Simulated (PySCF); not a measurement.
Q: Write Cartesian coordinates for `[C@@H]1(C[SiH2][SiH2]1)F` as optimised with PBE0-D3(BJ)/def2-SVP.

A: 
```
atom  x, y, z in Å
F1     0.3187   -2.1582   -1.0420
C2     0.1893   -0.8055   -0.8292
C3    -1.1021   -0.4175   -0.0988
Si4   -0.5230    1.2710    0.6014
Si5    1.4677    0.0812    0.3198
H6     0.2107   -0.3024   -1.8158
H7    -1.2291   -1.0873    0.7707
H8    -2.0166   -0.4788   -0.7087
H9    -0.7250    2.4035   -0.3522
H10   -1.0610    1.6363    1.9438
H11    1.7891   -0.7716    1.5043
H12    2.7217    0.6028   -0.3003
```

Any rigid rotation of these coordinates is as good. Atoms count from 1 in this order. The 4-membered ring C2–C3–Si4–Si5 has internal angles of 75.0° to 99.1°; it is puckered, 0.20 Å rms from its mean plane, widest ring torsion 30°. Si4 (SiH2 silicon) has angles from 76.4° to 122.7°. Si5 (SiH2 silicon) has angles from 75.0° to 126.0°.

Bonds between heavy atoms (Å): F1–C2 1.375, C2–C3 1.533, C3–Si4 1.918, Si4–Si5 2.336, C2–Si5 1.934.

Computed, not measured: PBE0-D3(BJ)/def2-SVP geometry optimisation, gas phase (PySCF 2.14.0).

Point group: C1 (no symmetry element, even within 0.4 Å). Stationary, but not proved a minimum. One conformer, not necessarily the lowest (F1–C2–C3–Si4 157°, C2–C3–Si4–Si5 -25°, C3–Si4–Si5–C2 20°, F1–C2–Si5–Si4 -149°).
